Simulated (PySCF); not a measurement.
How methods differ on the ionisation energy of Sb²⁺

Sb²⁺ [Kr] 4d10 5s2 5p1 (2P) → Sb³⁺ [Kr] 4d10 5s2 (1S), as a difference of total energies. All numbers are calculated (PySCF 2.14, scalar relativity by spin-free X2C-1e, in aug-cc-pwCVTZ-DK3 with one added diffuse shell each of s, p, d, f type (11s10p8d5f1g, 125 functions)). Correlated levels: valence: [Kr] 4d10 frozen; valence and next inner shell: [Ar] 3d10 frozen. The calculations carry no spin-orbit coupling.

```json
{"method": "UHF", "ionisation energy (eV)": "24.154"}
{"method": "LDA", "ionisation energy (eV)": "24.953"}
{"method": "PBE", "ionisation energy (eV)": "24.718"}
{"method": "PBE0", "ionisation energy (eV)": "24.755"}
{"method": "r2SCAN", "ionisation energy (eV)": "24.873"}
{"method": "revPBE", "ionisation energy (eV)": "24.648"}
{"method": "wB97M-V", "ionisation energy (eV)": "24.683"}
{"method": "B97-3", "ionisation energy (eV)": "24.547"}
{"method": "MP2 (valence)", "ionisation energy (eV)": "24.389"}
{"method": "SCS-MP2 (valence)", "ionisation energy (eV)": "24.381"}
{"method": "MP2 (valence and next inner shell)", "ionisation energy (eV)": "24.648"}
{"method": "SCS-MP2 (valence and next inner shell)", "ionisation energy (eV)": "24.566"}
```

Problem. How much does correlation contribute at MP2 (valence and next inner shell)?

Solution. 24.648 − (24.154) = 0.494 eV, measured against UHF.

A first-order spin-orbit estimate (lowest level to lowest level, LS coupling) adds 0.488 eV.

Errors of the correlated levels include the incompleteness of this basis and the frozen core.

For comparison: 25.323 eV (measured; NIST Atomic Spectra Database, ionization energies).
